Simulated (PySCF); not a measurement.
Gas-phase reaction: GaCl + 3 ClF → GaF₃ + 4 Cl

Energies from PySCF (xtb for GFN2), thermal terms from the rigid-rotor harmonic-oscillator model, ideal gas at 1 bar. † marks an energy on the PBE0/def2-TZVP geometry and frequencies; other levels use their own. CCSD(T) freezes the core. 6-31G* has spherical d functions here. Open shells (unrestricted): Cl (multiplicity 2, electronic degeneracy 6); the rest are closed-shell singlets. GFN2 has no spin-polarisation term. Spin-orbit splitting is ignored; it lowers the true energy and changes the entropy of Cl. B3LYP is the form with VWN-RPA correlation. Ga: all electrons, no relativistic terms. CCSD(T) isn't extrapolated to the basis-set limit; its ΔH°(298 K) is -324.7 kJ in def2-SVP and -224.2 kJ in def2-TZVPP. The harmonic model lacks anharmonicity and excited electronic states, which grow with temperature; levels with a mode under 35 cm⁻¹ are left out.

```
level              ΔE electronic, kJ  ΔH°(298 K), kJ  ΔS°(298 K), J/K  ΔG°(1600 K), kJ
-----------------  -----------------  --------------  ---------------  ---------------
B3LYP/def2-TZVP†                -149            -146               73             -287
CCSD(T)/def2-SVP†               -328            -325               73             -466
GFN2-xTB                          52              55               85             -109
HF/6-31G*                       -558            -555               70             -693
PBE0/def2-QZVP†                 -142            -139               73             -280
PBE0/def2-TZVP                  -142            -139               73             -280
```
ΔH° is lowest at HF/6-31G* and highest at GFN2-xTB. No reference value is set beside these.
